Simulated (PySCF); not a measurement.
**Two-dimensional NMR puzzle**

Compound of formula C5H14AlN. Correlations simulated from computed shifts and the bond graph:

HSQC (one-bond C–H):
| δH | δC |
| --- | --- |
| 3.03 | 58.2 |
| 2.55 | 35.0 |
| 2.40 | 34.7 |
| 2.30 | 32.7 |
| 1.76 | 35.0 |
| 1.67 | 16.0 |
| 1.63 | 16.0 |
| 1.45 | 32.7 |

COSY cross peaks (H two or three bonds apart, from the bond graph; peaks can be absent where the dihedral angle is near 90°):
| δH | δH |
| --- | --- |
| 3.03 | 2.55 |
| 3.03 | 2.30 |
| 3.03 | 1.76 |
| 3.03 | 1.45 |
| 2.55 | 1.76 |
| 2.55 | 1.67 |
| 2.55 | 1.63 |
| 2.30 | 1.67 |
| 2.30 | 1.63 |
| 2.30 | 1.45 |
| 1.76 | 1.67 |
| 1.76 | 1.63 |
| 1.67 | 1.63 |
| 1.67 | 1.45 |
| 1.63 | 1.45 |

HMBC (two and three bonds, from the bond graph):
| δH | δC |
| --- | --- |
| 3.98 | 58.2, 34.7 |
| 3.03 | 35.0, 34.7, 32.7, 16.0 |
| 2.55 | 58.2, 32.7, 16.0 |
| 2.40 | 58.2 |
| 2.30 | 58.2, 35.0, 16.0 |
| 1.76 | 58.2, 32.7, 16.0 |
| 1.67 | 58.2, 35.0, 32.7 |
| 1.63 | 58.2, 35.0, 32.7 |
| 1.45 | 58.2, 35.0, 16.0 |

No solvent model, non-relativistic Hamiltonian, fast rotation and ring inversion assumed for equivalent nuclei, one conformer. PBE0-D3(BJ)/def2-SVP geometry; GIAO PBE/pcSseg-1 shieldings; PySCF 2.14.0 with density-fitted response routines.

References, each an isolated molecule treated in the same way: 1H and 13C vs TMS.

Exchangeable hydrogens are left out of these lists.

Question: Work out the connectivity.

Answer: SMILES C[N@@H+]([AlH3-])C1CCC1.

Mapped SMILES: `[CH3:1][N@@H+:2]([AlH3-:3])[CH:4]1[CH2:5][CH2:6][CH2:7]1` (H(Xn): hydrogen on atom n). Ha(C5), Ha(C6), Ha(C7) are cis to N2 on the ring; Hb(C5), Hb(C6), Hb(C7) are trans to N2 on the ring.

- δC 58.2 is C4, an sp3 CH bonded to N (δH 3.03).
- δC 35.0 is C5, an sp3 CH2 in a ring (δH 1.76, 2.55).
- δC 34.7 is C1, a methyl carbon bonded to N (δH 2.40).
- δC 32.7 is C7, an sp3 CH2 in a ring (δH 1.45, 2.30).
- δC 16.0 is C6, an sp3 CH2 in a ring (δH 1.63, 1.67).
- COSY links 3.03–2.55, 3.03–2.30, 3.03–1.76, 3.03–1.45, 2.55–1.76, 2.55–1.67.

The shifts were computed for this structure.

The OH or NH signal is concentration- and solvent-dependent in practice; the value given is the gas-phase one. Hydrides on Al or Ga are broadened by the quadrupolar metal nucleus. Shifts are as computed. Against solution values, carbons near 30 ppm lie about +2 ppm off and those near 130 ppm about +2 ppm. Of 1211 compounds with measured shifts, 218 miss one by over three times the rms of a fit or turn the order of signals round; such compounds aren't used in these exercises.
